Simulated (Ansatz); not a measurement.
Reaction: BH3Se (SMILES B[SeH]) → BH2 (SMILES [BH2], doublet) + HSe (SMILES [SeH], doublet) (the B-Se bond breaks)
Each species at its own B3LYP-D3(BJ)/def2-TZVP minimum (Ansatz, an electronic-structure program).

Quantity: bond dissociation energy (electronic), in kcal/mol. Open shells are spin-unrestricted; no spin-orbit coupling. Cores are frozen in correlated methods (noble-gas shells, and filled d and f shells in the p block). No relativity. CBS(X,Y): correlation extrapolated as X^-3, Hartree-Fock from the larger set (Q,5: extrapolated as (X+1)exp(-9√X)). A bracket is a step between two methods taken in the basis named.

CCSD(T)/CBS(cc-pVQZ,cc-pV5Z) + [CCSDT(Q) - CCSD(T)]/cc-pVTZ + [CCSDTQ - CCSDT(Q)]/cc-pVDZ (Ansatz) gives 105.8 kcal/mol.

Question: What does PBE/def2-TZVPD (Ansatz) give here, and how do the other levels compare?

Answer: PBE gives 107.6 kcal/mol, 1.8 kcal/mol above it. Differences of the others: B3LYP/def2-TZVPD (Ansatz) -4.4; PBE0/def2-TZVPD (Ansatz) -0.7; CCSD(T)/CBS(cc-pVQZ,cc-pV5Z) (Ansatz) -0.2 kcal/mol.
